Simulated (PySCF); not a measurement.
# Excited states of Pb(2+) (lead, charge +2)

Ground state [Xe] 4f14 5d10 6s2, ¹S. Calculation: PySCF 2.14, in x2c-TZVPall with one added diffuse shell each of s, p, d, f type (12s8p7d4f, 99 functions); scalar relativity by spin-free X2C-1e. Vertical excitation energies in eV without spin-orbit coupling; excited terms of each kind are numbered among those the solver found. Frozen: [Xe] 4f14.

```csv
term,leading excitation,EOM-EE-CCSD
1 3P°,6s → p,9.056
1 1P°,6s → p,11.810
1 3S,6s → s,18.483
1 1S,6s → s,18.981
1 1D,6s → d,19.271
1 3D,6s → d,19.547
2 3P°,6s → p,21.325
2 1P°,6s → p,21.727
1 3F°,6s → f,23.910
1 1F°,6s → f,23.999
2 3D,6s → d,24.926
2 1D,6s → d,25.290
```

Doubly excited terms such as np² are absent. The solver can miss terms. Rydberg members are limited by the diffuse functions of the basis.
